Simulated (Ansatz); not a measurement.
An input meant for the cluster HAu₂⁺ (charge 1, singlet).

```yaml
crystal:
  periodic: [false, false, false]
  atoms:
    - {symbol: Au, position_ang: [0.804607, -0.998972, 0.448269]}
    - {symbol: Au, position_ang: [-0.954065, 0.930038, 0.266199]}
    - {symbol: H, position_ang: [0.149448, 0.068934, -0.714469]}
basis:
  gaussian: {orbitals: def2-SVPD, fitting: {mean_field: cc-pVTZ-jkfit}}
total_charge: 1
hamiltonian: {xc: {name: HF}, dispersion: d2}
scf: {omitted_lower_state_checks: [starts]}
output: {forces: true}
```

```sh
$ ansatz run in.yaml --threads 4 --pin off --events-out ev --progress --plain --max-ram 3916MiB
```

It prints (some lines left out):

```
Error: YAML parse error: error: line 10 column 43: hamiltonian.dispersion: `d2` is not `none`, `rvv10`, `d3bj`, `d3bjatm`, `d4` or a map `{method: …, s8: …, a1: …, a2_bohr: …}` (numbers without units, a2 in bohr) or `{method: …, functional: …}`
  --> <input>:10:43
   |
 8 |   gaussian: {orbitals: def2-SVPD, fitting: {mean_field: cc-pVTZ-jkfit}}
 9 | total_charge: 1
10 | hamiltonian: {xc: {name: HF}, dispersion: d2}
   |                                           ^ hamiltonian.dispersion: `d2` is not `none`, `rvv10`, `d3bj`, `d3bjatm`, `d4` or a map `{method: …, s8: …, a1: …, a2_bohr: …}` (numbers without units, a2 in bohr) or `{method: …, functional: …}`
11 | scf: {omitted_lower_state_checks: [starts]}
12 | output: {forces: true}
   |
```

Q: What is wrong with this run?

A: The program holds no damping parameters for this pairing of functional and dispersion term, so they'd have to be typed. The program refused the input.
